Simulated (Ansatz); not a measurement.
Species: C2H6Mg (charge 0, singlet). 
Structure (B3LYP-D3(BJ)/def2-TZVP (Ansatz, a first-principles code) minimum search):
```
Mg
C 1 2.0933
H 2 1.0942 1 111.79
H 2 1.0942 3 107.06 1 122.73
H 2 1.0942 3 107.06 4 114.53
C 1 2.0933 4 157.88 2 180.00
H 6 1.0942 1 111.79 4 -66.30
H 6 1.0942 7 107.06 1 -122.73
H 6 1.0942 7 107.06 8 -114.53
```

Basis-set convergence of Hartree-Fock and CCSD correlation energies (hartree) with Ansatz. Valence correlation only, unless marked. Spin-orbit coupling is left out. No relativistic terms.

```
basis        functions       E(HF)  E(corr, CCSD)
-----------  ---------  ----------  -------------
def2-SVPD          109  -278.68574       -0.39013
def2-TZVPPD        211  -278.84343       -0.44711
def2-QZVPPD        387  -278.85562       -0.46611
```

Extrapolating the two largest sets (X = 3 and 4) as X^-3: E(corr) = (64·(-0.46611) - 27·(-0.44711))/37 = -0.4800 Eh, an estimate of the basis-set limit. The largest set recovers 97.1 % of it, the smallest 81.3 %.
